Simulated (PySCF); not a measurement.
# Cd³²⁺: ionisation energy

Cd³²⁺ [Ne] 3s2 3p4 (3P) → Cd³³⁺ [Ne] 3s2 3p3 (4S), as a difference of total energies. Calculation: PySCF 2.14, in an uncontracted even-tempered set (18 s from 4.4 bohr⁻², ratio 2.5; 12 p from 5.7 bohr⁻², ratio 2.5; 5 d from 27 bohr⁻², ratio 2.7; 4 f from 41 bohr⁻², ratio 2.7); scalar relativity by spin-free X2C-1e. Correlated levels: outer shells: 1s2 frozen; virtual orbitals above 40 to 60 times the deepest correlated orbital energy dropped. The calculations carry no spin-orbit coupling.

```
                method  ionisation energy (eV)
                   UHF                  2004.8
                   LDA                  2007.4
                   PBE                  2007.9
                  PBE0                  2007.6
                r2SCAN                  2007.4
                   M06                  2007.2
               r2SCANh                  2007.3
    MP2 (outer shells)                  2005.8
SCS-MP2 (outer shells)                  2005.8
```

Spin-orbit coupling is strong in these open shells (close to jj coupling). The scalar numbers leave it out and a first-order estimate fails, so it can dominate the gap to the real levels.

Breit and QED terms and the two-electron picture change are absent.

For comparison: 1998 ± 3 eV (semi-empirical (NIST evaluation); NIST Atomic Spectra Database, ionization energies).
